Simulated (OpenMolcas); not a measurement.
Pt6+: moving or changing the point charges

Pt6+ among 4 point charges of -2 e arranged as a tetrahedron (Td), 2.09 Å from the ion.
```
   1.2067    1.2067    1.2067  -2.00
   1.2067   -1.2067   -1.2067  -2.00
  -1.2067    1.2067   -1.2067  -2.00
  -1.2067   -1.2067    1.2067  -2.00
```

```yaml
Program: OpenMolcas 26.06
Method: "SS-CASPT2, IPEA 0.25 Eh, imaginary shift 0.1 Eh (closed shells correlated: 4f 5s 5p)"
Basis: ANO-RCC-VDZP [7s6p4d2f]
Scalar_Hamiltonian: DKH2, point nucleus
Active_space: 4 electrons in 5 orbitals (5d)
State_averaging: 2S+1 = 5 even, 5 roots; 2S+1 = 3 even, 45 roots; 2S+1 = 1 even, 50 roots
Spin-orbit_coupling: RASSI with atomic mean-field integrals over the reference wave functions
```

Runs around this geometry, states (labels of Td). Energies in cm-1 above the lowest state or level, χT in cm3 K/mol; under a threefold ground state the first gap can be a small split of the lowest multiplet, not the spin-orbit step.

```json
{"R (Å)": "2.09", "q (e)": "-1", "Ground state": "5T2", "First state of that spin": "5E 1240", "First gap with spin-orbit (degeneracies)": "8070 (1, 3)", "χT at 300 K": "0.027", "First state of another spin": "3T1 20210"}
{"R (Å)": "1.98", "q (e)": "-2", "Ground state": "5T2", "First state of that spin": "5E 2790", "First gap with spin-orbit (degeneracies)": "7940 (1, 3)", "χT at 300 K": "0.028", "First state of another spin": "3T1 19260"}
{"R (Å)": "2.09", "q (e)": "-2", "Ground state": "5T2", "First state of that spin": "5E 2210", "First gap with spin-orbit (degeneracies)": "7980 (1, 3)", "χT at 300 K": "0.028", "First state of another spin": "3T1 19740"}
{"R (Å)": "2.19", "q (e)": "-2", "Ground state": "5T2", "First state of that spin": "5E 1820", "First gap with spin-orbit (degeneracies)": "8020 (1, 3)", "χT at 300 K": "0.028", "First state of another spin": "3T1 19950"}
```

Taking the first state of the same spin as R^-n, n = -ln(1820 / 2790) / ln(2.19 / 1.98) = 4.2 between the shortest and longest distance.

Scaling the charges by -1 / -2 = 0.50 scales the first state of the same spin by 1240 / 2210 = 0.56; with fixed orbitals a first-order splitting would follow the charge.

Roots that are degenerate in the reference are averaged as groups; the widest CASPT2 spread within a group is 270 cm-1 (the 3-fold group of multiplicity 3 near 50800 cm-1 above the lowest state of its run, R = 2.09, q = -2). Shifts and gaps below about the spread of the groups concerned are not significant. Point charges give a weaker field than real ligands, and real ions of this kind are as a rule low spin; the high spin found here belongs to the model. The ground term spreads over less than 5000 cm-1, several times less than with real ligands, so orbital moments are less quenched and χT lies further from the spin-only value than at real sites. Free-ion shares, where given, are those of the reference states; single-state CASPT2 does not remix them. Spin-orbit coupling mixes the spin-free states strongly: the lowest level takes only 35 % from its leading state, 5T2 (figures for R = 2.09, q = -1; the like holds for R = 1.98, q = -2, R = 2.09, q = -2, R = 2.19, q = -2). This is an electrostatic model: the charges have no orbitals. No measured value stands beside these numbers.
